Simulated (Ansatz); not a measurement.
TiO3H2⁻. Total charge -1; doublet. Geometry PBE0-D4/def2-SVP, that of the neutral singlet; atoms count from 1.

```xyz
6

Ti   -0.3333   -0.1225   -0.1759
O    -0.4915    1.6106   -0.5276
O     0.2895    0.8895   -1.4953
O     0.7076   -0.7370    1.1197
H     1.5096   -0.5324    1.6082
H    -1.6819   -1.1082   -0.5291
```

The structure holds one bond between oxygen atoms, so isomers without such links may lie far lower. The highest occupied level of the charge -1 doublet lies above zero (up to 0.97 eV). By energy differences its removal costs 0.92 eV (vertical, to the charge 0 singlet, at PBE0-D4/def2-TZVPD); a positive level beside a positive removal energy at the same level points to self-interaction error. The structure comes from a short search, and lower isomers may exist.

(1) Estimate the Mulliken populations from the PBE0/def2-TZVPD orbitals of Ansatz.

(2) Where does the spin sit?

(3) And the Mayer bond orders between bonded heavy atoms (over 0.3)?

Answers

(1) 
```
atom  charge (e)  spin (α − β)  d electrons
 Ti1        0.70          1.25         2.31
  O2       -0.52         -0.06            –
  O3       -0.52         -0.06            –
  O4       -0.72         -0.13            –
  H5        0.20          0.02            –
  H6       -0.12         -0.02            –
```
Mulliken values and Mayer orders depend strongly on the basis. With diffuse functions, as here, like atoms can get unlike values, and bond orders can come out too low or too high.

(2) Summed by element: Ti 1.25, O -0.24, H -0.01, of 1 unpaired in all. Largest on single atoms: Ti1 1.25, O4 -0.13, O2 -0.06.

(3) Ti1–O2 0.64 (1.78 Å); Ti1–O3 0.64 (1.78 Å); Ti1–O4 0.32 (1.77 Å); O2–O3 0.70 (1.44 Å).
